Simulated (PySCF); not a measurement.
Relaxation of quintet PtS2

These are results of UPBE0/[Pt def2-SVP with ECP60, S def2-SVP], scalar-relativistic core potentials, density fitting, no spin–orbit coupling, PySCF, not measurements. A (50,194) grid was used.

A hand-made side-on start, of C2v symmetry, held to at least that symmetry:

Coordinates in bohr (charge 0 multiplicity 5):
```
Pt    0.0000    0.0000   -0.9694
S     1.8897    0.0000    2.9556
S    -1.8897    0.0000    2.9556
```

At each step, columns x, y, z (Å) and Fx, Fy, Fz (eV/Å):

```
step 0  E − E(last) = 14.43 kJ/mol
Pt   0.000   0.000  -0.513   0.000   0.000  -1.795
S    1.000   0.000   1.564   1.165   0.000   0.897
S   -1.000   0.000   1.564  -1.165   0.000   0.897
step 1  E − E(last) = 5.24 kJ/mol
Pt   0.000   0.000  -0.550   0.000   0.000  -0.892
S    1.019   0.000   1.583   0.033   0.000   0.446
S   -1.019   0.000   1.583  -0.033   0.000   0.446
step 2  E − E(last) = 1.59 kJ/mol
Pt   0.000   0.000  -0.590   0.000   0.000  -0.377
S    1.017   0.000   1.603  -0.230   0.000   0.188
S   -1.017   0.000   1.603   0.230   0.000   0.188
step 3  E − E(last) = 0.11 kJ/mol
Pt   0.000   0.000  -0.627   0.000   0.000  -0.082
S    1.007   0.000   1.621  -0.112   0.000   0.041
S   -1.007   0.000   1.621   0.112   0.000   0.041
step 4  E − E(last) = 0.00 kJ/mol
Pt   0.000   0.000  -0.640   0.000   0.000  -0.006
S    1.002   0.000   1.627  -0.003   0.000   0.003
S   -1.002   0.000   1.627   0.003   0.000   0.003
step 5  E − E(last) = 0.00 kJ/mol
Pt   0.000   0.000  -0.641   0.000   0.000  -0.001
S    1.002   0.000   1.628   0.002   0.000   0.000
S   -1.002   0.000   1.628  -0.002   0.000   0.000
```

It ends at C2v with Pt–S 2.479 Å (×2), S–S 2.006 Å; Pt–S–S 66.1° (×2), S–Pt–S 47.7° (after a last refinement on a finer grid). A frequency run shows a minimum. Other isomers or separated fragments may lie lower.

Open d and f shells are described by one determinant, and the ground state may have another occupation or spin. No spin–orbit coupling is included, which matters more the heavier the element.

The relaxation took of the order of 19 core-seconds on a shared host.
